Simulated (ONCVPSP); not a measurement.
## What the settings do to the ONCV potential of P

Base potential:

* Element: P
* Generator: ONCVPSP 4.0.1
* Type: optimised norm-conserving Vanderbilt (ONCV)
* Functional: PBE
* Relativity: scalar-relativistic
* Frozen core: [Ne]
* Valence charge: 5
* Reference configuration: 3s1 3p4
* Partial waves: 3s: rc 1.70 bohr, ncon 4, nbas 7, qcut 3.5 1/bohr, 3 projectors, debl 2.3 Ha; 3p: rc 1.40 bohr, ncon 5, nbas 10, qcut 6.9 1/bohr, 2 projectors, debl 0.5 Ha; d scattering state at 0.44 Ha: rc 1.80 bohr, ncon 3, nbas 8, qcut 6.2 1/bohr, 2 projectors, debl 2.6 Ha
* Local potential: polynomial inside 1.05 bohr (lpopt 4, dvloc0 1 Ha)
* Core correction: Teter function, fcfact 4.5, rcfact 1.05

Cutoffs, loose and tight: the cutoffs (Ha) at which the residual kinetic energy of the hardest occupied pseudo-wave falls to 1 and 0.1 mHa per electron. They do not see the model core or the augmentation charge, which bear on the density cutoff. Test errors are all-electron minus pseudo excitation energies from the reference, over the configurations 3s2 3p3; 3s2 3p2; 3s2 3p1; 3s2 3p0. A dash means not determined; rows that change the core or the reference have their own tests.

1 further variants are left out, since the program set their typed debl aside.

A true bound ghost makes a file unfit for plane-wave use even where its test errors are small: the radial tests pick states by their node count and pass the ghost by.

```tsv
change	outcome	cutoff, loose	cutoff, tight	bound ghosts	GHOST(+) flags above zero	largest test error (meV)
base	generated	29 Ha	101 Ha	p	s	+30
p: debl 0.25	generated	29 Ha	101 Ha	p	s	+30
p: debl 0.4	generated	29 Ha	101 Ha	p	s	+30
p: debl 0.85	generated	29 Ha	101 Ha	p	s	+30
p: debl 1.05	generated	29 Ha	101 Ha	p	s	+30
p: debl 1.65	generated	29 Ha	101 Ha	p	s	+29
p: debl 2.2	generated	29 Ha	101 Ha	none	s, p	+30
p: debl 3.35	generated	29 Ha	101 Ha	none	s	+30
p: debl 5.3	generated	29 Ha	101 Ha	none	s	+30
```

Reading the sweep of the debl of the p channel (base included, trends over the rows without a ghost): Bound ghosts are found at 0.25, 0.4, 0.5, 0.85, 1.05, 1.65 Ha.
